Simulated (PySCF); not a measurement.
Molecule: `[C@@H]12[C@@H](B(C)C)[C@@H]1C2`, C6H11B.

Cartesian coordinates in Å; atom numbers follow the order of the lines, from 1:
```xyz
18

C    -1.893    1.225    0.137
B    -1.008   -0.078    0.206
C    -1.672   -1.503    0.088
C     0.543    0.050    0.440
C     1.566   -0.629   -0.428
C     2.737    0.198   -0.006
C     1.463    0.852   -0.439
H    -2.938    1.043   -0.104
H    -1.500    1.939   -0.585
H    -1.865    1.737    1.099
H    -2.594   -1.576    0.663
H    -1.956   -1.675   -0.951
H    -1.021   -2.322    0.381
H     0.793    0.074    1.506
H     1.469   -1.381   -1.182
H     3.013    0.225    1.044
H     3.588    0.253   -0.677
H     1.267    1.573   -1.203
```

Frames of a GFN2-xTB Langevin trajectory at 200 K; GIAO PBE0/pcSseg-1 shieldings in PySCF 2.14.0 with density-fitted response routines, gas phase, non-relativistic; equivalent atoms averaged within each frame.

Scale: 13C (186.93 ppm) and 1H (31.72 ppm) vs TMS; BF3·OEt2 for 11B (100.07 ppm) (reference shieldings calculated alike). The references are static minima.

How do the shifts (ppm) fluctuate along the trajectory?

## Answers


```csv
time (fs),C4,C6,C5/C7,C1/C3,B2,H15/H18,H16,H14,H8/H9/H10/H11/H12/H13,H17
optimised geometry,49.5,31.4,1.1,16.2,87.8,1.56,0.23,0.07,0.96,1.24
250,50.4,34.6,16.1,12.1,83.0,3.03,1.38,1.05,0.73,0.71
425,52.3,32.4,6.7,13.5,83.0,1.08,1.14,0.48,0.73,0.95
625,47.0,28.5,5.8,12.9,80.6,1.78,-0.42,-0.28,0.91,2.14
800,45.0,31.5,6.2,14.9,84.3,2.03,-0.01,-0.70,1.18,1.71
1000,45.7,30.5,9.9,14.4,80.7,1.62,-0.52,0.26,0.87,1.38
mean of frames,48.1,31.5,8.9,13.6,82.3,1.91,0.32,0.16,0.89,1.38
standard deviation,3.1,2.2,4.3,1.1,1.6,0.72,0.89,0.68,0.19,0.57
```

5 frames give an uncertainty of the mean of about the standard deviation over 2.2 at best, since frames this close in time may not be independent; classical motion lacks zero-point vibration, and the reference would need the same averaging.
